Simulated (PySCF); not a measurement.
# Electronic structure of Fe²²⁺ (iron, charge +22) at the UHF level

Configuration: [He] 2s2, closed-shell 1S. All numbers are calculated (PySCF 2.14, the spin-free X2C one-electron Hamiltonian (Gaussian nucleus), in an even-tempered Gaussian basis (19 s from 5.5 bohr⁻², ratio 2.2; 8 p from 8.6 bohr⁻², ratio 2.4; 6 d from 26 bohr⁻², ratio 2.4; 5 f from 39 bohr⁻², ratio 2.4; 4 g from 58 bohr⁻², ratio 2.4)).

```
Total energy             : -812.377413 hartree
One-electron energy      : -852.2768 hartree
Hartree (Coulomb) energy : 61.0292 hartree
Exchange energy          : -21.1298 hartree
⟨S²⟩                     : 0.0000
⟨L²⟩                     : 0.000
Sum of ⟨r⟩               : 0.5995 bohr
Sum of ⟨r²⟩              : 0.1461 bohr²
```

```csv
shell,electrons,mean orbital energy (eV),"rms radius, mean of both spins (bohr)"
1s,2,-8565.5,0.0668
2s,2,-1944.6,0.262
```

Densities and radii are taken from the X2C orbitals without a picture-change correction, which distorts them close to the nucleus.
